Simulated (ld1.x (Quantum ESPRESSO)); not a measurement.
# zinc (Zn): PAW pseudisation with PBEsol, scalar-relativistic reference atom.

ld1.x (Quantum ESPRESSO) 7.5 input, shortened:

```
&input
   title='Zn', zed=30., rel=1, dft='PBESOL', iswitch=3,
   config='[Ar] 3d10 4s2 4p0'
 /
 &inputp
   pseudotype=3, lpaw=.true., tm=.true., lloc=-2, rcloc=1.20,
   nlcc=.true., new_core_ps=.true., rcore=0.60,
   which_augfun='PSQ', rmatch_augfun=0.75
 /
6
4S  1  0   2.00   0.00  1.45  1.90  0.0
4S  1  0   0.00   0.75  1.45  1.90  0.0
3P  2  1   6.00   0.00  1.00  1.25  0.0
4P  3  1   0.00   0.00  1.00  1.25  0.0
3D  3  2  10.00   0.00  0.90  0.95  0.0
3D  3  2   0.00  -0.10  0.90  0.95  0.0
 &test
   configts(1)='3p6 3d10 4s2 4p0'
 /
```

All-electron outer shells of the reference configuration (PBEsol, scalar-relativistic, ld1.x):

```
shell  level (eV)  outermost node (bohr)  outermost maximum (bohr)
   2p    -1003.46                      –                      0.15
   3s     -128.92                   0.28                      0.59
   3p      -83.26                   0.25                      0.59
   3d      -10.17                      –                      0.56
   4s       -6.00                   0.85                      2.09
   4p       -1.07                   0.92                      3.04
```

Results:

| Quantity | Value |
| --- | --- |
| Cutoffs needed | 180 Ry and 260 Ry (the cutoffs (Ry, on a coarse ladder) from which the occupation-weighted sum of valence levels, in a spherical-Bessel basis at the reference potential, stays within 10 and 1 mRy of its value at 400 Ry) |
| Ghost test | no extra level below or beside the all-electron valence levels (s, p, d, f tested) (spherical-Bessel basis up to 400 Ry, 20 bohr box) |
| Configuration tests | test run stopped at test 3 of 7 (negative rho) |
| Lowest eigenvalue of the overlap operator | 0.09 (p channel) |
| Density cutoff estimated by the generator | 729 Ry |

Generation and tests took about 1.3 s on one core of a shared server CPU.
